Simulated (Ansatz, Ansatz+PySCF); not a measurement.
```yaml
atoms:
  - { symbol: B, position_ang: [0.0000, 0.0000, 0.0000] }
  - { symbol: O, position_ang: [0.0000, 0.0000, 1.3255] }
```

Basis set: def2-SVP (spherical functions). Correlated methods keep 2 orbitals frozen. Correlation on ROHF uses semicanonical orbitals with singles. Charge 0, multiplicity 2.

Computed with Ansatz (development build ahead of 0.2.0); each method stands on the lowest determinant of its kind that the runs found.

The atomization energy at this shape (free ground-state atoms in the same class of orbitals less the molecule, no zero-point energy) of doublet BO:

| method | atomization energy |
| --- | --- |
| ROHF-CCSD(T) | 7.73 eV |
| UHF-CCSD(T) | 7.70 eV |
| ROHF-MP2 | 8.41 eV |
| ROHF | 5.30 eV |
| UHF | 5.22 eV |

Question: What does UHF-MP2 give?

Answer: 8.29 eV. Caution: the shape is not the minimum. Caution for UHF-CCSD(T), UHF-MP2, UHF: the unrestricted determinant is spin contaminated.
